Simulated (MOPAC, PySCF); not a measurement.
H3BO3, SMILES `OB(O)O`, neutral singlet in the gas phase. 

Cartesian coordinates (Å):
SMILES: OB(O)O
```xyz
7

O      1.5527    -0.1311     0.1225
B      0.2090     0.0849     0.0427
O     -0.2206     1.3554     0.3242
O     -0.6034    -0.9739    -0.3094
H      1.7741    -1.0432    -0.0885
H     -1.1693     1.4858     0.2622
H     -1.5426    -0.7780    -0.3537
```
Charge 0, multiplicity 1.

All levels are single points at this geometry (r2SCAN-D4/def2-TZVP); Pople sets use spherical d functions. Orbital energies aren't observables, and empty levels follow the basis.

| level | HOMO (eV) | LUMO (eV) | gap (eV) | dipole (D) | vertical IE, Delta-SCF (eV) |
|---|---|---|---|---|---|
| r2SCAN-D4/def2-TZVP in PySCF | -7.82 | 0.03 | 7.85 | 3.01 | – |
| B3LYP/6-311+G** in PySCF | -8.98 | -0.92 | 8.06 | 3.18 | – |
| BP86/6-31G* in PySCF | -6.92 | 0.54 | 7.46 | 3.08 | – |
| M06-2X/6-31G* in PySCF | -10.42 | 2.36 | 12.78 | 3.26 | – |
| SVWN5/6-31G* in PySCF | -6.94 | 0.30 | 7.23 | 3.17 | – |
| HF/STO-3G in PySCF | -10.03 | 10.79 | 20.82 | 2.67 | – |
| PM3 in MOPAC | -12.43 | 1.97 | 14.40 | 2.31 | – |
| PM6 in MOPAC | -12.11 | 1.23 | 13.34 | 3.05 | – |
| PM7 in MOPAC | -11.65 | 0.40 | 12.06 | 2.84 | – |
